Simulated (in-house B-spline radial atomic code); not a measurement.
A fraction x of an electron is removed from 3s in Al+, starting from [Ne] 3s2 and keeping the highest spin. Method: scalar-relativistic (X2C) BLYP, spin-polarised, spherical fractional occupations, Fermi nucleus of rms radius 3.061 fm. Calculated with a B-spline radial code for spherical atoms.

```tsv
x	E(x) - E(0) (eV)	3s down level (eV)
0	0.0000	-14.719
0.03	0.4452	-14.963
0.19	2.9438	-16.272
0.34	5.4772	-17.507
0.39	6.3629	-17.921
0.5	8.3844	-18.835
0.61	10.5067	-19.755
0.65	11.3037	-20.092
0.86	15.7105	-21.885
1	18.8552	-
```

The exact functional would give a straight line between the two integer points. Deviations E(x) - E(0) - x[E(1) - E(0)], in eV: -0.12 at x = 0.03, -0.639 at x = 0.19, -0.934 at x = 0.34, -0.991 at x = 0.39, -1.043 at x = 0.5, -0.995 at x = 0.61, -0.952 at x = 0.65, -0.505 at x = 0.86.

The curve lies below the straight line by up to 1.043 eV (at x = 0.5): convex, the delocalisation error that favours fractional charges.

Question: How well does Slater's transition state (minus the level at half occupation) give the ionisation energy?

Answer: It gives 18.835 eV against 18.855 eV from the two total energies; NIST lists 18.83 eV, ground level to ground level.
